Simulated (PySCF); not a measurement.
H₅Si₂, SMILES [SiH3][SiH2], multiplicity 2.

The structure is a stationary point at ωB97X-D3(BJ)/def2-TZVP. The isomer is the one that the SMILES or the coordinates give; other isomers of the formula were not compared.

These are ωB97X-D3(BJ)/def2-TZVP run with PySCF values and carry that method's errors.

Frequencies are harmonic and unscaled.

```csv
mode,ν (cm⁻¹),IR (km/mol),moving atoms (share of kinetic energy)
1,136,0.2,H 99 %
2,384,18.1,H 99 %
3,405,16.4,H 95 %
4,454,0.5,"Si 90 %, H 10 %"
5,604,11.0,"H 84 %, Si 16 %"
6,643,0.6,"H 85 %, Si 15 %"
7,886,405.2,H 93 %
8,945,1.4,H 95 %
9,957,59.1,H 96 %
10,959,41.0,H 98 %
11,2223,117.1,H 98 %
12,2230,66.2,H 97 %
13,2241,26.9,H 96 %
14,2247,64.3,H 97 %
15,2254,169.9,H 96 %
```
